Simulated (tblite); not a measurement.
C₂H₅S (SMILES CC[S]), doublet, geometry from GFN2-xTB; GFN1-xTB run with tblite.

tblite was given this input:
```
$ tblite run mol.xyz --method gfn1 --charge 0 --spin 1 --json tblite.json --no-restart

# file mol.xyz
8

C      1.59120474    -0.30906457    -0.07423518
C      0.14127741    -0.74696820    -0.19413812
S     -1.00497093     0.59920090     0.15218980
H      1.79862002     0.04821331     0.93193225
H      2.24903285    -1.14856825    -0.29044018
H      1.80540898     0.49349823    -0.77641106
H     -0.08762157    -1.54584703     0.51354516
H     -0.08079833    -1.09831398    -1.20342314
```

What the program printed (banner, timings and long lists left out):

```
xTB calculator
 | screened Coulomb repulsion
 | Coulomb electrostatics
 |  * isotropic Klopman-Ohno-Mataga-Nishimoto electrostatics
 |  * onsite third-order electrostatics
 | DFT-D3(BJ) dispersion correction

halogen bonding energy    0.0000000000000E+00 Eh
repulsion energy          1.0477214089168E-01 Eh
dispersion energy        -2.0667643215003E-03 Eh
number of electrons       1.9000000000000E+01 e
integral cutoff           1.9731147476801E+01 bohr

------------------------------------------------------------
  cycle        total energy    energy error   density error
------------------------------------------------------------
      1     -10.52402531026  -1.0626731E+01   4.8192199E-01
      2     -10.54710767881  -2.3082369E-02   3.0503445E-01
      3     -10.54557501575   1.5326631E-03   7.3975513E-02
      4     -10.54931701949  -3.7420037E-03   4.8244048E-03
      5     -10.54934789208  -3.0872598E-05   7.4854722E-04
      6     -10.54934865415  -7.6207086E-07   1.0750168E-04
      7     -10.54934867944  -2.5289760E-08   1.1827019E-05
------------------------------------------------------------

electronic energy        -1.0652054056015E+01 Eh
total energy             -1.0549348679444E+01 Eh

Post processing:
 | Mayer-Wiberg bond orders

[Info] JSON dump of results written to 'tblite.json'
```
